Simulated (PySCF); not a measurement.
C2H6NO, SMILES CC(N)=[OH+], charge +1.

Geometry: B3LYP-D3(BJ)/def2-SVP. The isomer is the one that the SMILES or the coordinates give; other isomers of the formula were not compared. One conformer was computed; it need not be the lowest.

Level of theory: PBE/def2-TZVP (PySCF).

Symmetry labels are those of the subgroup Cs that the program uses (full group Cs).

Computed valence orbital energies around the gap with their symmetry:
| orbital | symmetry | energy (eV) |
|---|---|---|
| HOMO−7 | A' | -20.35 |
| HOMO−6 | A' | -19.12 |
| HOMO−5 | A' | -17.85 |
| HOMO−4 | A" | -17.58 |
| HOMO−3 | A' | -15.65 |
| HOMO−2 | A" | -15.24 |
| HOMO−1 | A' | -15.01 |
| HOMO | A" | -13.73 |
| LUMO | A" | -7.54 |
| LUMO+1 | A' | -5.39 |
| LUMO+2 | A' | -4.28 |
| LUMO+3 | A' | -3.66 |
